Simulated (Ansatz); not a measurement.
Total energies of ClFH2NSV (`[NH2][V]([F])(=[S])[Cl]`).

Cartesian coordinates in Å:
```
N -0.9957 -0.3545 -0.3888
V 0.5609 0.1924 0.3121
F 0.8949 -0.6849 1.7599
S 0.3282 2.1360 0.6477
Cl 2.1382 -0.1479 -1.1093
H -1.8052 0.1978 -0.6242
H -1.1212 -1.3388 -0.5974
```

The species carries charge 0 and has multiplicity 1. Correlated methods include outer-core shells of V, which these sets cover unevenly. Scalar relativity is left out up to krypton. The structure was optimised at the PBE0-D4/def2-TZVP level. It is one conformer, not always the lowest. Basis def2-TZVPP, the Gaussian-basis code of Ansatz.

RPA on PBE orbitals: Hartree–Fock energy of these orbitals -1954.96321 Eh, correlation -2.17987 Eh (frozen core).

| functional | energy without D4 (Eh) | D4 term (kJ/mol) |
| --- | --- | --- |
| LDA (SPW92) | -1952.45277 | – |
| PBE | -1957.77285 | -19.9 |
| BLYP | -1958.52464 | -42.6 |
| r2SCAN | -1958.34597 | -4.6 |
| PBE0 | -1957.79945 | -17.0 |
| r2SCANh | -1958.29929 | -5.0 |
| HSE06 (plane-wave form) | -1957.77041 | -16.1 |
| BHLYP | -1958.29411 | -27.9 |
| CAM-B3LYP | -1958.46594 | -17.7 |
| LC-ωPBE | -1957.92010 | – |
| ωB97X-V | -1958.12540 | – |
| ωB97M-V | -1958.29048 | – |
| B2PLYP | -1957.99415 | – |
| PBE-QIDH | -1957.51631 | – |

**Question.** Give the same for revPBE, B97M-V, B3LYP, r2SCAN0. (An estimate is asked.)

**Answer.** Ansatz gave: 
```
functional  energy without D4 (Eh)  D4 term (kJ/mol)
    revPBE             -1958.19990             -50.4
    B97M-V             -1957.98512                 –
     B3LYP             -1958.51989             -32.6
   r2SCAN0             -1958.23225              -5.6
```

B3LYP takes the VWN-RPA correlation (the form of Gaussian; ORCA's B3LYP/G). HSE06 is the plane-wave form, built on full-range PBE exchange. The double hybrids freeze the cores in their second-order part.

LC-ωPBE has ω = 0.4 bohr⁻¹.
